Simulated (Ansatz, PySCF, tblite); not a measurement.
Breaking a bond: LiBr, singlet.

- UMP2/6-31G* = unrestricted MP2 (frozen core)/6-31G*, spherical d in PySCF 2.14.0
- GFN2-xTB, 300 K electronic temperature (tblite)
- UKS-B3LYP/6-31G* = unrestricted B3LYP/6-31G*, spherical d (PySCF)
- UCCSD(T) = CCSD(T) on UHF/aug-cc-pVTZ, cores with 3d frozen (Ansatz, a program for electronic structure)

Energies relative to the lowest point of each curve near equilibrium, in kcal/mol; the last columns give the difference from UCCSD(T):

```
R / Å  UMP2/6-31G*  GFN2-xTB  UKS-B3LYP/6-31G*  UCCSD(T)  UMP2/6-31G* − UCCSD(T)  GFN2-xTB − UCCSD(T)  UKS-B3LYP/6-31G* − UCCSD(T)
-----  -----------  --------  ----------------  --------  ----------------------  -------------------  ---------------------------
1.75          32.7      44.1              31.0      32.0                     0.7                 12.1                         -1.0
1.86          16.2      20.1              15.0      15.6                     0.5                  4.5                         -0.7
1.96           7.2       8.2               6.4       6.8                     0.4                  1.4                         -0.4
2.07           1.9       1.9               1.6       1.7                     0.2                  0.2                         -0.2
2.13           0.5       0.4               0.4       0.4                     0.1                  0.0                         -0.1
2.17           0.1       0.0               0.0       0.0                     0.1                  0.0                          0.0
2.25           0.0       0.2               0.1       0.0                     0.0                  0.1                          0.1
2.30           0.5       0.8               0.7       0.5                     0.0                  0.3                          0.1
2.40           2.3       2.8               2.5       2.3                     0.0                  0.5                          0.2
2.50           4.9       5.6               5.2       4.9                     0.0                  0.7                          0.3
2.71          12.2      12.4              12.3      11.8                     0.4                  0.6                          0.4
2.98          22.8      21.4              22.3      21.7                     1.1                 -0.4                          0.6
3.23          32.5      29.1              31.4      30.8                     1.8                 -1.7                          0.7
3.62          46.2      40.2              44.2      43.6                     2.7                 -3.4                          0.6
3.94          55.9      47.8              53.0      52.6                     3.3                 -4.8                          0.4
4.34          66.1      55.3              61.9      62.1                     4.0                 -6.8                         -0.3
4.74          87.8         —              67.9      70.0                    17.8                    —                         -2.2
5.36          94.0         —              73.6         —                       —                    —                            —
5.80          94.8         —              76.2         —                       —                    —                            —
6.45          95.1         —              78.8         —                       —                    —                            —
7.48          95.2         —              81.2         —                       —                    —                            —
8.70          95.2         —              82.7         —                       —                    —                            —
```

UMP2/6-31G* is furthest from UCCSD(T) at 4.74 (17.8 kcal/mol, above); its mean absolute difference over the points is 2.0 kcal/mol.

GFN2-xTB is furthest from UCCSD(T) at 1.75 (12.1 kcal/mol, above); its mean absolute difference over the points is 2.3 kcal/mol.

UKS-B3LYP/6-31G* is furthest from UCCSD(T) at 4.74 (-2.2 kcal/mol, below); its mean absolute difference over the points is 0.5 kcal/mol.

Dashes: no converged value, or the column stops at the first point that the program doubted or that broke a chosen test of continuity, which isn't proof of a fault.

The unrestricted determinant behind UMP2/6-31G* is spin-contaminated at 4.74 to 8.70 Å (<S²> up to 1.0, against 0.00 for a pure singlet). The unrestricted determinant behind UKS-B3LYP/6-31G* is spin-contaminated at 4.34 to 8.70 Å (<S²> up to 0.6, against 0.00 for a pure singlet). The unrestricted determinant behind UCCSD(T) is spin-contaminated at 5.36 to 8.70 Å (<S²> up to 1.0, against 0.00 for a pure singlet).
